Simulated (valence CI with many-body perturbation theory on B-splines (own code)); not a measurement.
**Nb¹⁹⁺: magnetic and hyperfine properties of the levels**

Calculated by relativistic CI+MBPT: four valence electrons over a frozen Dirac-Fock core [Ar], radial functions for each j: 7 s, 7 p, 8 d, 6 f, 4 g, 1 h, with the one-electron correlation potential Σ1, the two-electron term Σ2, the three-electron term Σ3, Breit, model QED; selected CI, second order for the rest, scaled by the run's own slope (own B-spline code, finite nucleus).

No measured spectrum was set against this ion. As an estimate, terms of the open shell hold to 2 to 4 % of their energy, and close levels can change places. Only levels of the ground parity were solved; by the run's estimate the other parity begins above the list, which can be wrong where configurations are misplaced.

A/g_I is the dipole constant over the nuclear g factor μ/I (μ in nuclear magnetons, uniformly magnetised nucleus), B/Q the quadrupole constant per barn. Both hold the static response of the core; the bare values leave it out. Large factors of s and p1/2 electrons are usually good to 5 to 10 %; those of open d and f shells near neutrality can be off by tens of per cent, and small factors of p3/2, d and f electrons come from cancelling terms and can be off by a factor of two or in sign, in half-filled shells by more. B is blank for J = 1/2, where it vanishes, and for nearly pure S terms. Energies count from the lowest level. Levels with J = 0 are left out.

Names give the largest LS component (configuration and term), which can be under half, so a name can repeat, a term be missing and a line seem to break the LS rules; names also repeat where a configuration has a term twice. Letters in brackets count levels of one name in rising energy.

```csv
Level,E (cm⁻¹),g,A/g_I (MHz),A/g_I bare,B/Q (MHz/b),B/Q bare
3d4 5D_1,8125,1.497,233,568,2760,2840
3d4 5D_2,17124,1.488,1570,1890,1890,1940
3d4 5D_3,25594,1.480,2720,3030,-1820,-1870
3d4 5D_4,33088,1.466,3720,4010,-7910,-8120
3d4 3H_4,73768,0.924,6520,6510,3550,3640
3d4 3P_1 [a],87609,1.438,3540,3820,-433,-451
3d4 3H_5,87889,1.063,5760,5830,5320,5460
3d4 3G_3,88026,0.903,6670,6640,697,716
3d4 3F_2 [a],91380,0.729,7080,6960,916,940
3d4 3H_6,94627,1.139,5730,5840,4830,4960
3d4 3F_4 [a],101650,1.077,5330,5400,-1280,-1310
3d4 3P_2 [a],108920,1.378,3730,3980,210,209
3d4 3G_4,109640,1.080,5810,5890,-1270,-1300
3d4 3F_3 [a],114210,0.970,5750,5760,-952,-981
3d4 3G_5,123100,1.166,4890,5020,-3390,-3490
3d4 3D_3,123920,1.280,4460,4650,1670,1720
3d4 3D_2,130220,1.176,5800,5930,2210,2280
3d4 1I_6,134220,1.023,5930,5980,7940,8150
3d4 3D_1,135630,0.568,8420,8200,1620,1670
3d4 1G_4 [a],149830,1.048,5020,5080,-1360,-1390
3d4 1D_2 [a],163750,1.060,5820,5880,2590,2660
3d4 1F_3,173550,1.031,5640,5690,8140,8350
3d4 3P_2 [b],193690,1.416,3500,3780,2140,2210
3d4 3F_4 [b],200020,1.217,4160,4320,6270,6430
3d4 3F_2 [b],206250,0.737,8160,8040,6820,7010
3d4 3F_3 [b],209530,1.072,5980,6050,7650,7850
3d4 3P_1 [b],213640,1.490,995,1320,-2350,-2410
3d4 1G_4 [b],229060,1.023,6230,6270,3960,4070
3d4 1D_2 [b],290460,0.998,5930,5960,-9680,-9930
```

Question: Take the isotope of mass number 93, with I = 9/2, μ = 6.163 μN and Q = -0.32 b. What is the hyperfine structure of 3d4 5D_2?

Answer: From the table A = 2150 MHz, B = -606 MHz. Shifts from the centre of gravity in MHz: F = 5/2: -23900, F = 7/2: -16100, F = 9/2: -6270, F = 11/2: 5550, F = 13/2: 19200.
